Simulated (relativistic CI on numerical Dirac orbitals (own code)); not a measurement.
## Electric-dipole lines of Yb LIX

These numbers are calculated, not measured: Dirac-Coulomb-Breit CI, orbitals from a KLI potential per configuration, model QED (radiative potential, 1s self-energy scaled to tabulated hydrogen-like ionisation energies), unscaled Slater integrals (own radial code, finite nucleus).

Configuration list (outside the closed core [Ne]): 3s2, 3s.3p, 3p2, 3s.3d, 3d2, 3p.3d, 3p.4s, 3d.4s, 3s.4s, 3s.4p, 3s.4d, 3s.4f, 3s.5s, 3s.5p, 3s.5d, 4s2. Levels of other configurations are missing.

| λ vac (nm) | Lower | Upper | A (s⁻¹) | log gf | S velocity/length |
| --- | --- | --- | --- | --- | --- |
| 0.30817 | 3s.3p 3P°_1 [3] | 3s.5d 3D_2 [65] | 3.92e+13 | -0.55 | 0.95 |
| 0.32907 | 3s.3p 3P°_2 [5] | 3s.5d 3D_3 [66] | 4.76e+13 | -0.27 | 0.96 |
| 0.33210 | 3s.3p 1P°_1 [6] | 3s.5d 1D_2 [67] | 4.28e+13 | -0.45 | 0.96 |
| 0.41524 | 3s2 1S_0 [1] | 3s.4p 1P°_1 [43] | 3.48e+13 | -0.57 | 0.99 |
| 0.42422 | 3s.3p 3P°_0 [2] | 3s.4d 3D_1 [44] | 4.71e+13 | -0.42 | 0.97 |
| 0.42619 | 3s.3p 3P°_1 [3] | 3s.4d 3D_2 [45] | 6.83e+13 | -0.03 | 0.98 |
| 0.42634 | 3s.3p 3P°_1 [3] | 3s.4d 3D_1 [44] | 2.63e+13 | -0.67 | 0.97 |
| 0.43290 | 3s2 1S_0 [1] | 3s.4p 3P°_1 [39] | 2.94e+13 | -0.61 | 0.99 |
| 0.46496 | 3s.3p 3P°_2 [5] | 3s.4d 3D_3 [46] | 8.96e+13 | 0.31 | 0.98 |
| 0.46964 | 3s.3p 3P°_2 [5] | 3s.4d 3D_2 [45] | 1.53e+13 | -0.60 | 0.98 |
| 0.47088 | 3s.3p 1P°_1 [6] | 3s.4d 1D_2 [47] | 7.99e+13 | 0.12 | 0.98 |
| 0.48665 | 3p2 1D_2 [7] | 3s.4f 3F°_3 [49] | 1.74e+13 | -0.36 | 0.98 |
| 0.49423 | 3s.3d 3D_1 [9] | 3s.4f 3F°_2 [48] | 1.57e+14 | 0.46 | 0.98 |
| 0.49598 | 3s.3d 3D_2 [10] | 3s.4f 3F°_3 [49] | 1.51e+14 | 0.59 | 0.98 |
| 0.49645 | 3s.3d 3D_2 [10] | 3s.4f 3F°_2 [48] | 2.12e+13 | -0.41 | 0.98 |
| 0.50482 | 3s.3d 3D_3 [11] | 3s.4f 3F°_4 [50] | 1.83e+14 | 0.80 | 0.98 |
| 0.50675 | 3s.3d 3D_3 [11] | 3s.4f 3F°_3 [49] | 1.69e+13 | -0.34 | 0.98 |
| 0.50684 | 3s.3d 1D_2 [12] | 3s.4f 1F°_3 [51] | 1.66e+14 | 0.65 | 0.98 |
| 0.51994 | 3s.3p 3P°_2 [5] | 3s.4s 3S_1 [36] | 3.02e+13 | -0.44 | 0.97 |
| 0.52098 | 3p.3d 3F°_4 [23] | 3d.4s 3D_3 [56] | 2.25e+13 | -0.19 | 1.00 |
| 1.0324 | 3s.4p 3P°_2 [42] | 3s.5d 3D_3 [66] | 1.66e+13 | 0.27 | 1.00 |
| 1.0383 | 3s.4p 1P°_1 [43] | 3s.5d 1D_2 [67] | 1.34e+13 | 0.03 | 1.00 |
| 2.5501 | 3p.3d 3F°_2 [13] | 3d2 3F_2 [27] | 1.07e+12 | -0.28 | 0.98 |
| 2.5625 | 3s.3p 3P°_0 [2] | 3s.3d 3D_1 [9] | 7.14e+11 | -0.68 | 1.04 |
| 2.5801 | 3s.3p 3P°_1 [3] | 3s.3d 3D_2 [10] | 1.66e+12 | -0.08 | 1.02 |
| 2.6056 | 3p2 3P_0 [4] | 3p.3d 3D°_1 [14] | 1.37e+12 | -0.38 | 1.03 |
| 2.6057 | 3p.3d 3F°_3 [16] | 3d2 1G_4 [31] | 7.82e+11 | -0.14 | 1.13 |
| 2.6367 | 3p2 1D_2 [7] | 3p.3d 3D°_2 [19] | 8.95e+11 | -0.33 | 1.01 |
| 2.7167 | 3s.3p 3P°_2 [5] | 3p2 3P_2 [17] | 1.14e+12 | -0.20 | 0.99 |
| 2.7342 | 3p.3d 3D°_1 [14] | 3d2 3F_2 [27] | 9.09e+11 | -0.29 | 1.08 |
| 2.7416 | 3s.3d 3D_3 [11] | 3p.3d 3D°_3 [25] | 6.20e+11 | -0.31 | 0.97 |
| 2.7625 | 3s.3p 3P°_0 [2] | 3p2 3P_1 [8] | 7.70e+11 | -0.58 | 0.99 |
| 2.7701 | 3s.3d 1D_2 [12] | 3p.3d 1P°_1 [26] | 1.19e+12 | -0.39 | 0.82 |
| 2.7760 | 3s2 1S_0 [1] | 3s.3p 1P°_1 [6] | 1.65e+12 | -0.24 | 1.01 |
| 2.8658 | 3s.3p 3P°_1 [3] | 3p2 1D_2 [7] | 3.62e+11 | -0.65 | 0.98 |
| 2.8687 | 3s.3d 3D_2 [10] | 3p.3d 3F°_3 [21] | 1.54e+12 | 0.13 | 1.02 |
| 2.9352 | 3s.3d 3D_3 [11] | 3p.3d 3F°_4 [23] | 1.00e+12 | 0.07 | 1.01 |
| 2.9457 | 3s.3p 1P°_1 [6] | 3p2 3P_2 [17] | 1.19e+12 | -0.11 | 1.00 |
| 2.9721 | 3s.3d 1D_2 [12] | 3p.3d 3P°_2 [24] | 8.60e+11 | -0.24 | 0.95 |
| 4.6872 | 3s.3p 3P°_2 [5] | 3s.3d 3D_3 [11] | 2.02e+11 | -0.33 | 1.06 |
| 4.7616 | 3p2 3P_2 [17] | 3p.3d 3D°_3 [25] | 3.71e+11 | -0.05 | 1.09 |
| 4.8705 | 3p.3d 3F°_3 [21] | 3d2 1G_4 [31] | 2.10e+11 | -0.17 | 1.21 |
| 5.0440 | 3s.3p 1P°_1 [6] | 3s.3d 1D_2 [12] | 1.55e+11 | -0.53 | 1.06 |
| 5.2366 | 3p.3d 3D°_3 [25] | 3d2 3F_4 [33] | 2.41e+11 | -0.05 | 1.20 |
| 6.8035 | 3s.4s 3S_1 [36] | 3s.4p 3P°_2 [42] | 2.75e+11 | -0.02 | 0.94 |

Terms are leading LS components. Brackets give the number of a level in order of energy, since labels repeat. The list gives strong lines, with weight on those to low levels. Levels whose partners in the same complex of configurations lie outside the list can be far off, and so can their lines. Rates are taken at the computed energies, electric ones in the length gauge. A velocity-to-length ratio far from 1 marks an uncertain rate.

At this charge energies of transitions that change n are usually good to better than 1 %, and those within a shell (Δn = 0) to a few per cent.

From the table, what is the radiative lifetime of 3s.4f 3F°_3?

The listed rates from this level add up to about 1.85e+14 s⁻¹, 99 % of its decay; with all channels τ = 5.34e-15 s.

LS names give the leading component of a level, which can be under half, so a name can repeat, a term be missing and a line seem to break the LS rules.
